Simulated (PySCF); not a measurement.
**State search for CrI**

Unrestricted PBE0; basis Cr x2c-TZVPPall, I x2c-TZVPPall; spin-free X2C with a Gaussian nucleus; PySCF 2.14. Outer shells of the fragments: Cr 3d5 4s1; I 4d10 5s2 5p5.

Followed along the bond (rough minima from three points):

| 2Ms+1 | unpaired | ⟨S²⟩ at the start | R at minimum (Å) | Te (eV) |
| --- | --- | --- | --- | --- |
| 6 | σ ↑, π ↑↑, δ ↑↑ | 8.78 | 2.55 | 0.00 |
| 4 | σ ↓, π ↑↑, δ ↑↑ | 4.74 | 2.53 | 1.59 |
| 2 | σ ↓, π ↑↓, δ ↑↑ | 2.75 | 2.51 | 2.93 |
| 6 | σ ↑↑, π ↑, δ ↑↑ | 8.82 | none in the scan | ≤ 1.30 |
| 8 | σ ↑↑, π ↑↑↑, δ ↑↑ | 15.75 | none in the scan | ≤ 3.17 |

Solutions found at the starting distance of 2.475 Å, counted from the lowest of them; the search is not exhaustive and high or unbound solutions are not listed, so other states can lie among these:

```csv
2Ms+1,unpaired,term,E (eV),⟨S²⟩,⟨Lz²⟩,μ (D)
6,"σ ↑, π ↑↑, δ ↑↑",⁶Σ⁺,0.00,8.78,0.00,-5.10
6,"σ ↑↑, π ↑, δ ↑↑",⁶Π,1.32,8.82,1.01,-1.00
4,"σ ↓, π ↑↑, δ ↑↑",mixed,1.58,4.74,2.35,-4.58
6,"σ ↑↑, π ↑↑, δ ↑",⁶Δ,1.79,8.75,4.00,-1.97
4,"π ↑, δ ↑↑",mixed,1.83,4.59,1.05,-1.47
4,"π ↑↑, δ ↑",mixed,2.18,4.44,4.00,-2.73
```

A term symbol is given only where ⟨S²⟩ and ⟨Lz²⟩ are close to those of a pure state; real π, δ and φ orbitals otherwise mix terms. A positive dipole means Cr(−)I(+).

Spin–orbit coupling is left out. The state is the lowest single determinant that the PBE0 search found; with open d or f shells the true ground state can be another one.
